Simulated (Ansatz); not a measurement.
Compare A (`C=N[SiH2]O[SiH3]`) with its isomer B (`N[SiH2]C1O[SiH2]1`).

Computed with Ansatz on PBE0-D4/def2-TZVP structures; ΔE is electronic, products minus reactants. CCSD(T)/CBS adds triple-zeta CCSD(T) − MP2 to the extrapolated MP2 energy (def2 sets, frozen cores). Functionals use def2-TZVPP. B3LYP here is the variant with VWN-RPA as its local correlation; programs differ in this. Each species was taken in one conformer, which may not be the lowest.

**Question.** Which is lower in electronic energy at CCSD(T)/CBS, and by how much? (An estimate is asked.)

**Answer.** Ansatz gave: A, by 176.3 kJ/mol.

**Question.** Give E(B) − E(A) in kJ/mol with MP2/def2-TZVPP, BLYP-D4, r2SCAN-D4, ωB97M-V, B3LYP, PBE-D4, B3LYP-D4. (Estimate.)

**Answer.** Computed: MP2/def2-TZVPP 175.0, BLYP-D4 181.5, r2SCAN-D4 163.2, ωB97M-V 171.5, B3LYP 187.5, PBE-D4 146.0, B3LYP-D4 186.6. None reverses the order clearly.

**Question.** Does the order hold for the free energy at 298.15 K (harmonic terms from PBE0-D4)? (An estimate is asked.)

**Answer.** Computed: Yes: G(B) − G(A) = +189.7 kJ/mol, for one conformer each. Modes under 60 cm⁻¹, often nearly free rotors, make the harmonic entropy too high.

Largest T1 diagnostic: 0.013.

In def2-TZVPP, CCSD(T) changes the Hartree–Fock value by −58.4 kJ/mol (the triples alone add −6.7 kJ/mol) and MP2 by −65.2 kJ/mol. From BLYP to BHLYP (50 % exact exchange), in def2-TZVPP and without D4, E(B) − E(A) moves by +19.1 kJ/mol.
